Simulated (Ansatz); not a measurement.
```yaml
crystal:
  periodic: [false, false, false]
  atoms:
    - {symbol: F, position_ang: [1.095224, -3.074039, 3.217666]}
    - {symbol: B, position_ang: [2.114137, -2.908414, 0.821028]}
    - {symbol: F, position_ang: [1.106349, -4.331894, -1.119879]}
    - {symbol: F, position_ang: [4.315023, -1.560487, 0.435828]}
    - {symbol: As, position_ang: [-1.415805, 1.977606, -0.593785]}
    - {symbol: H, position_ang: [-1.268502, 4.571814, 0.925094]}
    - {symbol: H, position_ang: [-1.340434, 3.328810, -3.282137]}
    - {symbol: H, position_ang: [-4.423047, 1.883503, -0.514538]}
basis:
  gaussian: {orbitals: cc-pVDZ, nuclear_model: gaussian}
hamiltonian: {xc: {name: PBE0-DH}, pseudopotentials: {relativity: none}}
output: {forces: true}
```

```sh
$ ansatz run in.yaml --threads 4 --pin off --events-out ev --progress --plain --max-ram 10444MiB
```

Output, abridged:

```
Functional definition: PBE0-DH
984 factors; integrals over basis functions are off by at most 1.1e-3 eV
mean field evaluation 1: about -69639.3785 eV, gradient 8.0e1 eV
mean field evaluation 2: about -69639.4080 eV, gradient 8.0e1 eV
mean field evaluation 4: about -69647.0201 eV, gradient 4.5e1 eV
mean field evaluation 8: about -69647.0197 eV, gradient 4.5e1 eV
mean field evaluation 16: about -69663.8224 eV, gradient 9.9e-1 eV
mean field evaluation 32: about -69663.8026 eV, gradient 1.7e0 eV
mean field evaluation 64: about -69663.8088 eV, gradient 3.4e-1 eV
mean field -69663.82561322 eV, -2560.0983714487 hartree, gradient 2.8e-6 eV, S^2 0.000000; 6 other end points of the search recorded, 0 dependent functions left out; unrestricted orbitals would lower it
13 core orbitals not correlated: weight in the atoms' cores, before any rotation towards them, 1.000 or more for the frozen orbitals, at most 0.000 for the correlated occupied ones
reference -69663.82564012 eV, -2560.0983724376 hartree; 21, 21 occupied and 64, 64 virtual orbitals, 984 factors
second order -43.25019153 eV of doubles, -0.00000000 eV of singles
Total energy: -69669.23191407 eV, -2560.2970493404 hartree
Atom 0 at     1.095224    -3.074039     3.217666 Å, force     0.601979     0.123234    -1.461135 eV/Å
Atom 1 at     2.114137    -2.908414     0.821028 Å, force     0.154767    -0.214224     0.062258 eV/Å
Atom 2 at     1.106349    -4.331894    -1.119879 Å, force     0.595370     0.886643     1.171535 eV/Å
Atom 3 at     4.315023    -1.560487     0.435828 Å, force    -1.352190    -0.795501     0.227230 eV/Å
Atom 4 at    -1.415805     1.977606    -0.593785 Å, force    -1.630956     2.255853    -0.639971 eV/Å
Atom 5 at    -1.268502     4.571814     0.925094 Å, force    -0.084799    -1.517360    -0.887141 eV/Å
Atom 6 at    -1.340434     3.328810    -3.282137 Å, force    -0.043099    -0.792062     1.573333 eV/Å
Atom 7 at    -4.423047     1.883503    -0.514538 Å, force     1.758928     0.053417    -0.046108 eV/Å
Dipole moment:    -0.889426     1.231141    -0.356714 e Å
```

(1) Something in this input is off. What?

Results:

(1) The coordinates are in bohr but typed as ångström. The run converged. The result belongs to that input, not to the molecule as meant.
